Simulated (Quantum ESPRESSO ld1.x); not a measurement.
ld1.x (Quantum ESPRESSO 7.5) input

```
 &input
    atom='Tb',
    iswitch=1,
    rel=1,
    lsd=1,
    dft='PW',
    config='[Xe] 4f8 6s1',
    prefix='ld1',
    max_out_wfc=37,
    file_charge='ld1.rho',
 /
```

Command: `OMP_NUM_THREADS=1 ld1.x < ld1.in > ld1.out`

Standard output:

```
     Program LD1 v.7.5 starts

     --------------------------- All-electron run ----------------------------

     scalar relativistic calculation

     atomic number is 65.00
     dft =PW   lsd =1 sic =0 latt =0  beta=0.20 tr2=1.0E-14
     Exchange-correlation= PW
                           (   1   4   0   0   0   0   0)
     mesh =2099 r(mesh) = 100.44524 a.u. xmin = -8.00 dx = 0.00800
     1 Ry =  13.60569312 eV, c = 137.03599908

     n l     nl                  e(Ry)          e(Ha)          e(eV)
     1 0     1S 1( 1.00)     -3809.9003     -1904.9502    -51836.3345
     2 0     2S 1( 1.00)      -633.0572      -316.5286     -8613.1819
     2 1     2P 1( 3.00)      -562.9398      -281.4699     -7659.1859
     3 0     3S 1( 1.00)      -141.8149       -70.9075     -1929.4900
     3 1     3P 1( 3.00)      -120.1930       -60.0965     -1635.3086
     4 0     4S 1( 1.00)       -29.5874       -14.7937      -402.5577
     4 1     4P 1( 3.00)       -22.4549       -11.2274      -305.5142
     3 2     3D 1( 5.00)       -91.9431       -45.9715     -1250.9492
     5 0     5S 1( 1.00)        -5.0778        -2.5389       -69.0872
     5 1     5P 1( 3.00)        -3.3228        -1.6614       -45.2096
     4 2     4D 1( 5.00)       -12.6617        -6.3309      -172.2717
     4 3     4F 1( 7.00)        -2.0232        -1.0116       -27.5270
     6 0     6S 1( 1.00)        -1.2612        -0.6306       -17.1592
     1 0     1S 2( 1.00)     -3809.8991     -1904.9496    -51836.3183
     2 0     2S 2( 1.00)      -633.0492      -316.5246     -8613.0727
     2 1     2P 2( 3.00)      -562.9338      -281.4669     -7659.1050
     3 0     3S 2( 1.00)      -141.6343       -70.8171     -1927.0323
     3 1     3P 2( 3.00)      -120.0137       -60.0069     -1632.8696
     4 0     4S 2( 1.00)       -29.1995       -14.5998      -397.2800
     4 1     4P 2( 3.00)       -22.0719       -11.0359      -300.3033
     3 2     3D 2( 5.00)       -91.8029       -45.9015     -1249.0427
     5 0     5S 2( 1.00)        -4.8861        -2.4430       -66.4783
     5 1     5P 2( 3.00)        -3.1735        -1.5868       -43.1778
     4 2     4D 2( 5.00)       -12.2872        -6.1436      -167.1753
     4 3     4F 2( 1.00)        -1.6907        -0.8453       -23.0026
     6 0     6S 2( 0.00)        -1.1725        -0.5863       -15.9532

     final scf error:  3.3E-15 reached in  27 iterations

     Etot =  -23401.198211 Ry,  -11700.599106 Ha, -318389.521574 eV
     Total magnetization:    7.00 Bohr mag.

     Ekin =   25183.233831 Ry,   12591.616915 Ha,  342635.351343 eV
     Encl =  -57102.379112 Ry,  -28551.189556 Ha, -776917.446797 eV
     Eh   =    9013.150148 Ry,    4506.575074 Ha,  122630.154985 eV
     Exc  =    -495.203078 Ry,    -247.601539 Ha,   -6737.581106 eV

     normalization and overlap integrals

     s(1S/1S) =  1.000000  <r> =   0.0215  <r2> =    0.0006  r(max) =   0.0136
     s(1S/2S) = -0.023728
     s(1S/3S) = -0.010288
     s(1S/4S) = -0.004973
     s(1S/5S) = -0.002067
     s(1S/6S) = -0.000795
     s(2S/2S) =  1.000000  <r> =   0.0916  <r2> =    0.0099  r(max) =   0.0774
     s(2S/3S) = -0.006472
     s(2S/4S) = -0.002993
     s(2S/5S) = -0.001233
     s(2S/6S) = -0.000473
     s(2P/2P) =  1.000000  <r> =   0.0809  <r2> =    0.0080  r(max) =   0.0629
     s(2P/3P) = -0.005206
     s(2P/4P) = -0.002275
     s(2P/5P) = -0.000844
     s(3S/3S) =  1.000000  <r> =   0.2397  <r2> =    0.0657  r(max) =   0.2208
     s(3S/4S) = -0.002114
     s(3S/5S) = -0.000845
     s(3S/6S) = -0.000323
     s(3P/3P) =  1.000000  <r> =   0.2384  <r2> =    0.0659  r(max) =   0.2156
     s(3P/4P) = -0.001801
     s(3P/5P) = -0.000648
     s(4S/4S) =  1.000000  <r> =   0.5412  <r2> =    0.3307  r(max) =   0.5034
     s(4S/5S) = -0.000574
     s(4S/6S) = -0.000216
     s(4P/4P) =  1.000000  <r> =   0.5731  <r2> =    0.3736  r(max) =   0.5281
     s(4P/5P) = -0.000445
     s(3D/3D) =  1.000000  <r> =   0.2168  <r2> =    0.0552  r(max) =   0.1765
     s(3D/4D) = -0.001296
     s(5S/5S) =  1.000000  <r> =   1.2943  <r2> =    1.8833  r(max) =   1.1660
     s(5S/6S) = -0.000116
     s(5P/5P) =  1.000000  <r> =   1.5058  <r2> =    2.5694  r(max) =   1.3147
     s(4D/4D) =  1.000000  <r> =   0.6216  <r2> =    0.4483  r(max) =   0.5453
     s(4F/4F) =  1.000000  <r> =   0.8212  <r2> =    0.8726  r(max) =   0.5497
     s(6S/6S) =  1.000000  <r> =   3.2277  <r2> =   11.6073  r(max) =   2.9259
     s(1S/1S) =  1.000000  <r> =   0.0215  <r2> =    0.0006  r(max) =   0.0136
     s(1S/2S) = -0.023728
     s(1S/3S) = -0.010296
     s(1S/4S) = -0.004970
     s(1S/5S) = -0.002030
     s(1S/6S) = -0.000785
     s(2S/2S) =  1.000000  <r> =   0.0916  <r2> =    0.0099  r(max) =   0.0774
     s(2S/3S) = -0.006477
     s(2S/4S) = -0.002990
     s(2S/5S) = -0.001211
     s(2S/6S) = -0.000468
     s(2P/2P) =  1.000000  <r> =   0.0809  <r2> =    0.0080  r(max) =   0.0629
     s(2P/3P) = -0.005210
     s(2P/4P) = -0.002272
     s(2P/5P) = -0.000824
     s(3S/3S) =  1.000000  <r> =   0.2396  <r2> =    0.0656  r(max) =   0.2191
     s(3S/4S) = -0.002115
     s(3S/5S) = -0.000830
     s(3S/6S) = -0.000319
     s(3P/3P) =  1.000000  <r> =   0.2382  <r2> =    0.0657  r(max) =   0.2156
     s(3P/4P) = -0.001801
     s(3P/5P) = -0.000634
     s(4S/4S) =  1.000000  <r> =   0.5413  <r2> =    0.3309  r(max) =   0.5034
     s(4S/5S) = -0.000564
     s(4S/6S) = -0.000214
     s(4P/4P) =  1.000000  <r> =   0.5734  <r2> =    0.3741  r(max) =   0.5281
     s(4P/5P) = -0.000435
     s(3D/3D) =  1.000000  <r> =   0.2165  <r2> =    0.0551  r(max) =   0.1765
     s(3D/4D) = -0.001294
     s(5S/5S) =  1.000000  <r> =   1.3094  <r2> =    1.9275  r(max) =   1.1754
     s(5S/6S) = -0.000112
     s(5P/5P) =  1.000000  <r> =   1.5269  <r2> =    2.6407  r(max) =   1.3359
     s(4D/4D) =  1.000000  <r> =   0.6228  <r2> =    0.4503  r(max) =   0.5453
     s(4F/4F) =  1.000000  <r> =   0.8530  <r2> =    0.9589  r(max) =   0.5497
     s(6S/6S) =  1.000000  <r> =   3.2864  <r2> =   12.0744  r(max) =   2.9731

     ------------------------ End of All-electron run ------------------------
```

Run on one thread of a shared host, so times are rough (Intel(R) Xeon(R) Processor @ 2.60GHz): 0.83 s of CPU time, 0.88 s wall, 27 iterations on 2099 mesh points.
